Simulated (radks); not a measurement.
The numbers below are computed, except where a source is named.
Question: These are the eigenvalues of the occupied orbitals of an atom or ion with whole-number occupations (eV). Level of theory: scalar-relativistic Kohn-Sham, PBE, spin-polarised, spherical densities, point nucleus (a radial shooting solver on a logarithmic mesh with Libxc functionals).

1s up: -48375.16
1s down: -48375.15
2s up: -7946.749
2s down: -7946.708
2p up: -7080.181
2p down: -7080.152
3s up: -1752.464
3s down: -1750.177
3p up: -1482.822
3p down: -1480.546
3d up: -1122.297
3d down: -1120.551
4s up: -353.2750
4s down: -347.6914
4p up: -264.6291
4p down: -259.0542
4d up: -141.1886
4d down: -135.6273
5s up: -50.6181
5s down: -47.3884
5p up: -29.4737
5p down: -26.9973
4f up: -9.0020
6s up: -7.6371
6f up: -0.4020

Which element is it, and in what charge state? The configuration may be excited. Open shells, if any, are filled with parallel spins first.

Answer: Z = 63, europium, charge 0: Eu in [Xe] 4f7 6s1 6f1. The list shows which subshells hold electrons but not how many an open one holds; the 1s level, -1777.8 hartree, gives Z - s = 59.6 by -(Z - s)^2/2, which with screening and relativity narrows Z to a few neighbours, and the depths of the outer levels then fix element, charge and occupations together.
